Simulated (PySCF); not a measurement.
C7H6ClOP.
Cartesian coordinates in Å at the PBE0-D3(BJ)/def2-SVP level; atoms count from 1:
```xyz
16
C7H6ClOP angstrom
C     -2.6653    0.0979   -0.7187
C     -1.7628   -0.6390    0.2405
O     -2.1986   -1.4916    0.9788
C     -0.2765   -0.3910    0.2136
P      0.6488   -1.8847    0.2548
C      2.2651   -1.2732    0.2088
C      2.6201    0.0730    0.1870
C      1.6895    1.1055    0.1951
C      0.3107    0.8735    0.2019
Cl    -0.6878    2.3052    0.2672
H     -2.1247    0.5936   -1.5345
H     -3.2331    0.8621   -0.1674
H     -3.3862   -0.6294   -1.1178
H      3.0674   -2.0188    0.2077
H      3.6805    0.3435    0.1712
H      2.0318    2.1417    0.2054
```

Method used: PySCF, TDDFT wB97X-D/def2-SVPD, vertical, gas phase, core orbitals frozen in the response.

Ground-to-excited transition dipoles (e·a0, same axes as the geometry; the sign carries no meaning), for the states with f of 0.002 or more among the lowest 8:

```json
{"state": "S1", "E (eV)": "3.945", "μx": "0.225", "μy": "-0.025", "μz": "0.020"}
{"state": "S2", "E (eV)": "4.502", "μx": "-0.158", "μy": "0.377", "μz": "0.020"}
{"state": "S3", "E (eV)": "4.849", "μx": "0.100", "μy": "-0.197", "μz": "-0.285"}
{"state": "S4", "E (eV)": "4.928", "μx": "-0.096", "μy": "0.456", "μz": "-0.132"}
{"state": "S6", "E (eV)": "5.465", "μx": "0.550", "μy": "0.378", "μz": "0.152"}
{"state": "S7", "E (eV)": "5.593", "μx": "1.525", "μy": "0.011", "μz": "-0.058"}
{"state": "S8", "E (eV)": "5.877", "μx": "-0.054", "μy": "-1.372", "μz": "0.025"}
```

Task: Work out the oscillator strengths.

Result: f = (2/3) ΔE |μ|² with ΔE in hartree (27.2114 eV).

```json
{"state": "S1", "|μ|² (au)": "0.052", "|μ| (D)": "0.58", "f": "0.005"}
{"state": "S2", "|μ|² (au)": "0.167", "|μ| (D)": "1.04", "f": "0.018"}
{"state": "S3", "|μ|² (au)": "0.130", "|μ| (D)": "0.92", "f": "0.015"}
{"state": "S4", "|μ|² (au)": "0.234", "|μ| (D)": "1.23", "f": "0.028"}
{"state": "S6", "|μ|² (au)": "0.468", "|μ| (D)": "1.74", "f": "0.063"}
{"state": "S7", "|μ|² (au)": "2.330", "|μ| (D)": "3.88", "f": "0.319"}
{"state": "S8", "|μ|² (au)": "1.885", "|μ| (D)": "3.49", "f": "0.271"}
```

Task: Which bond between heavy atoms lies closest to the direction of the S7 transition dipole?

Result: C2–C4 and C8–C9, at 9° from it; next P5–C6 at 20°.

Task: What angle do the transition dipoles of S2 and S7 make?

Result: |cos θ| = |μa·μb| / (|μa| |μb|) = 0.38, so θ ≈ 68° (taken between 0 and 90°, since the signs are arbitrary).

Task: What peak molar absorption coefficient would the strongest computed level give as a lone Gaussian band 0.3 eV wide at half height?

Result: ε(max) = 2.175×10⁸ f / FWHM, with the width in cm⁻¹. S7: 2.175×10⁸ × 0.3192 / 2420 ≈ 29000 L mol⁻¹ cm⁻¹.

The vertical ionisation energy (ΔSCF) is 9.24 eV, 3.36 eV above S8.

One conformer stands for the species.
